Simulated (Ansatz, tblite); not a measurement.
Cost and result up the ladder for `O[Si](O)(O)CCCCc1c(F)c(F)c(F)c(F)c1F` (30 atoms). The state is a singlet with charge 0. Geometry: r2SCAN-D4/def2-SVP.

```xyz
30

O    -0.7732   -1.5230    4.5433
Si   -1.6745   -0.2747    3.9252
O    -3.2093   -0.5555    4.5088
O    -1.0179    1.1570    4.4425
C    -1.6244   -0.1831    2.0675
C    -0.2018   -0.0444    1.5129
C    -0.1483   -0.0001   -0.0110
C     1.2820    0.1581   -0.5438
C     1.3376    0.1900   -2.0445
C     1.4854   -0.9798   -2.7965
F     1.6235   -2.1529   -2.1724
C     1.5030   -0.9702   -4.1928
F     1.6559   -2.0992   -4.8775
C     1.3473    0.2409   -4.8716
F     1.3575    0.2656   -6.1988
C     1.1883    1.4272   -4.1507
F     1.0408    2.5801   -4.7955
C     1.1754    1.3835   -2.7551
F     1.0093    2.5297   -2.0892
H    -1.2854   -2.2764    4.8594
H    -3.9031    0.0479    4.2192
H    -0.7577    1.1835    5.3714
H    -2.1104   -1.0879    1.6560
H    -2.2436    0.6713    1.7324
H     0.4162   -0.8863    1.8766
H     0.2615    0.8700    1.9254
H    -0.5903   -0.9231   -0.4288
H    -0.7671    0.8368   -0.3830
H     1.7188    1.0899   -0.1493
H     1.9046   -0.6751   -0.1801
```

Ansatz on 2 threads of AMD EPYC 7R13 on a shared host and a share (18 GiB) of an NVIDIA H100 80GB HBM3; xTB runs through tblite on one thread. Times are rough, summed over both states, and most runs start from the orbitals of an earlier one. PBE0-D4/def2-TZVP serves as the yardstick here, not as an exact answer. The other state is a triplet.

The xTB rows come from tblite. Single mean-field runs in def2-TZVP are fitted with def2-universal-jkfit.

xTB has no spin-polarisation term.

```csv
level,functions,wall time
GFN2-xTB,92,0.097 s
GFN1-xTB,103,0.11 s
PBE-D4/def2-TZVP (with forces),661,14 s
PBE0-D4/def2-TZVP (with forces),661,15 s
```

(1) Estimate what each level gives for the vertical triplet (eV).

## Answers

(1) 
```
                          level  vertical triplet (eV)  difference from PBE0-D4/def2-TZVP (eV)
                       GFN2-xTB                   4.13                                   -0.04
                       GFN1-xTB                   4.21                                    0.04
 PBE-D4/def2-TZVP (with forces)                   4.14                                   -0.03
PBE0-D4/def2-TZVP (with forces)                   4.16                                    0.00
```
